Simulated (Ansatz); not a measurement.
Molecule: CH$_{2}$BO$_{2}$ (charge 0, doublet). It need not be the lowest isomer of its formula. SMILES: O=C[B]O
Structure (B3LYP-D3(BJ)/def2-TZVP (Ansatz, a quantum-chemistry and plane-wave program) minimum search):
```
B
O 1 1.3142
H 2 0.9698 1 118.11
C 1 1.5200 2 148.05 3 4.97
O 4 1.2368 1 119.77 2 78.63
H 4 1.1078 5 120.61 1 -172.64
```
Charge 0, spin multiplicity 2.

Q: Give the harmonic wavenumbers at B3LYP-D3(BJ)/def2-TZVP (Ansatz, finite differences of forces, unscaled).

A: 116, 166, 416, 592, 784, 885, 944, 1375, 1541, 1578, 2880, 3676 cm⁻¹. Zero-point energy 21.4 kcal/mol.

Q: From these and the geometry, give the ideal-gas thermochemistry at 298.15 K and 1 atm (rigid rotor, harmonic oscillator).

A: Point group C1, rotational symmetry number 1. Rotational constants 41.62, 4.412, 4.119 GHz. S(trans) 38.03, S(rot) 23.57, S(vib) 7.54, S(elec, spin only) 1.38, S 70.5 cal/(mol K). H(298) - H(0) 3.61 kcal/mol; G - E(el) 4.0 kcal/mol.
